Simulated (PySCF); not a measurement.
Be(OH)(NH2) (BeH3NO), SMILES [Be]([NH2])[OH]. Atoms are numbered in the order given.

```xyz
6

Be     0.0589    -0.0081     0.0000
O      1.4859    -0.0945     0.0000
H      2.0871     0.6447     0.0000
N     -1.4507     0.0178     0.0000
H     -2.0275     0.0097    -0.8239
H     -2.0275     0.0097     0.8239
```
Charge 0, spin multiplicity 1.

Geometry optimised at PBE0-D3(BJ)/def2-TZVP. Other conformers were not sampled.

Level of theory: PBE0/def2-TZVPD run with PySCF.

ESP charges are fitted to the potential on shells at 1.4 to 2.0 van der Waals radii. Atomic charges (e):

```json
[
 {"atom": "Be1", "IAO": "1.59", "ESP fit": "1.00"},
 {"atom": "O2", "IAO": "-1.20", "ESP fit": "-0.82"},
 {"atom": "H3", "IAO": "0.37", "ESP fit": "0.36"},
 {"atom": "N4", "IAO": "-1.30", "ESP fit": "-1.46"},
 {"atom": "H5", "IAO": "0.27", "ESP fit": "0.46"},
 {"atom": "H6", "IAO": "0.27", "ESP fit": "0.46"}
]
```
